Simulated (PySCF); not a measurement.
A structure optimised at PBE0-D3(BJ)/def2-SVP, used in a PySCF frequency run:

```
Ge
F 1 1.6980
F 1 1.6980 2 109.47
F 1 1.6980 2 109.47 3 120.00
F 1 1.6980 2 109.47 3 -120.00
```

Task: Write its SMILES, formula and point group.

Result: [F][Ge]([F])([F])[F], F4Ge, Td

Task: What are its rotational constants (standard atomic weights)?

Result: 3.4599, 3.4599, 3.4599 GHz
